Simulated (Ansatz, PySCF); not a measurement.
Spin states of H2Zr (SMILES [ZrH2]), each relaxed with B3LYP-D3(BJ)/def2-TZVP.
State 1 (charge 0, multiplicity 3):
```xyz
3

Zr     0.43733     0.10793     0.40739
H      0.01448    -1.61782    -0.15907
H     -0.48497     1.55727    -0.31864
```
State 2 (charge 0, multiplicity 1):
```xyz
3

Zr     0.429     0.106     0.400
H      0.013    -1.579    -0.157
H     -0.475     1.520    -0.313
```

Singlets are restricted, other states unrestricted; no spin–orbit coupling, no relativity up to Kr; see below for the cores. The largest T1 diagnostic is 0.025.

Correlated levels freeze the inner cores; with def2 sets outer-core shells near the valence are correlated too.

The values were computed with Ansatz (Gaussian orbitals); PySCF for the dispersion terms. Each number belongs to the level named beside it. In def2 rows elements past Kr take small-core potentials, without spin–orbit coupling.

Task: One of these levels gives 0.923 eV for the energy of the multiplicity-1 state less that of the multiplicity-3 state. Which?
(A) B3LYP/def2-TZVPP
(B) B2PLYP-D3(BJ)/def2-TZVPP
(C) r2SCAN/def2-TZVPP
(D) PBE-D3(BJ)/def2-TZVPP

Result: C, r2SCAN/def2-TZVPP. The others give 0.576 (PBE-D3(BJ)/def2-TZVPP), 0.491 (B3LYP/def2-TZVPP), 0.425 (B2PLYP-D3(BJ)/def2-TZVPP)

Doubts at one or more of the structures used: a restricted determinant that unrestricted orbitals would lower (B2PLYP-D3(BJ)/def2-TZVPP).

Ansatz is a first-principles code.
